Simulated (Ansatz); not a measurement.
`C[CH](F)[InH2]` → `[CH2]` (triplet) + `F[CH2][InH2]` at 600 K and 1 bar (formal loss of a carbene).

Computed with Ansatz on PBE0-D4/def2-TZVP structures; ΔE is electronic, products minus reactants. CBS: MP2 limit from def2 TZ/QZ plus the TZ coupled-cluster correction, frozen cores. This one scheme is used for every species. Triplets are unrestricted, without spin–orbit coupling. def2 core potentials past Kr. For In outer-core shells are correlated without core-valence functions, which leaves a few kJ/mol of doubt a bond.

| species | CCSD(T)/CBS energy (Eh) | H − E (kJ/mol) | S (J/(mol·K)) |
| --- | --- | --- | --- |
| `C[CH](F)[InH2]` | -369.27081 | 237.4 | 437.5 |
| `[CH2]` (triplet) | -39.09499 | 66.5 | 220.8 |
| `F[CH2][InH2]` | -330.00580 | 150.3 | 379.0 |

H − E and S are ideal-gas, rigid-rotor, harmonic terms from PBE0-D4/def2-TZVP, for one conformer and one mirror image of each species, with the whole ground term of open shells counted as degenerate. 1 Eh = 2625.50 kJ/mol, R = 8.31446 J/(mol·K).

Problem. By hand: ΔE, ΔH, ΔS and ΔG.

Solution. ΔE = (-39.09499) + (-330.00580) − (-369.27081) = 0.17002 Eh = 446.4 kJ/mol. Δ(H − E) = 66.5 + 150.3 − 237.4 = -20.6, so ΔH = 425.8 kJ/mol. ΔS = 220.8 + 379.0 − 437.5 = 162.3 J/(mol·K). ΔG = 425.8 − 600 × (162.3)/1000 = 328.4 kJ/mol.

Problem. By hand: the equilibrium constant, and the temperature at which ΔG would vanish if ΔH and ΔS stayed fixed.

Solution. log₁₀ K = −ΔG/(RT ln 10) = -28.6. ΔG = 0 at ΔH/ΔS = 2624 K, far beyond where these terms or the molecules hold.

The number of gas molecules changes by +1, which sets the sign of ΔS. A doubt of 5 kJ/mol in ΔE shifts log₁₀ K by 0.4 here. Other conformers and mirror images would add mixing entropy, several J/(mol·K) or more a flexible species. Modes under 60 cm⁻¹, often nearly free rotors, make the harmonic entropy too high. A triplet takes part, so the spin changes. These are equilibria of isolated gas molecules and say nothing of rates. Largest T1 diagnostic: 0.013 (customary marks: 0.02 for closed shells, 0.045 for open ones).
